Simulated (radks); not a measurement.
The numbers below are computed, except where a source is named.
Trend from Zr to Cd: ionisation energy by Delta-SCF between NIST ground configurations, and size. Code: a radial shooting solver on a logarithmic mesh with Libxc functionals. Model: scalar-relativistic Kohn-Sham, PBE, spin-polarised, spherical densities, finite nucleus; open shells are filled with parallel spins first (spin-orbit coupling, left out, can overturn this in heavy ions); Fermi nuclear charge, rms radius of each element as measured or else 0.836 A^(1/3) + 0.57 fm.

| species | configuration | IE (eV) | NIST (eV) | kind | -e(HOMO) (eV) | r at 0.001 e/bohr^3 (bohr) |
|---|---|---|---|---|---|---|
| Zr | [Kr] 4d2 5s2 | 6.438 | 6.634 | exp. | 4.047 (5s) | 5.07 |
| Nb | [Kr] 4d4 5s1 | 7.163 | 6.759 | exp. | 3.713 (4d) | 4.75 |
| Mo | [Kr] 4d5 5s1 | 7.457 | 7.092 | exp. | 4.571 (4d) | 4.63 |
| Tc | [Kr] 4d5 5s2 | 6.866 | 7.119 | exp. | 4.242 (5s) | 4.76 |
| Ru | [Kr] 4d7 5s1 | 7.778 | 7.361 | exp. | 3.839 (4d) | 4.47 |
| Rh | [Kr] 4d8 5s1 | 7.852 | 7.459 | exp. | 4.762 (5s) | 4.39 |
| Pd | [Kr] 4d10 | 8.949 | 8.337 | exp. | 4.048 (4d) | 4.08 |
| Ag | [Kr] 4d10 5s1 | 7.946 | 7.576 | exp. | 4.734 (5s) | 4.25 |
| Cd | [Kr] 4d10 5s2 | 9.045 | 8.994 | exp. | 5.659 (5s) | 4.38 |

Reference values: NIST Atomic Spectra Database (exp. = measured, semi-emp. = semi-empirical, theory = theoretical value adopted there). Open shells are spherical and high-spin; term and fine-structure splittings are not resolved.
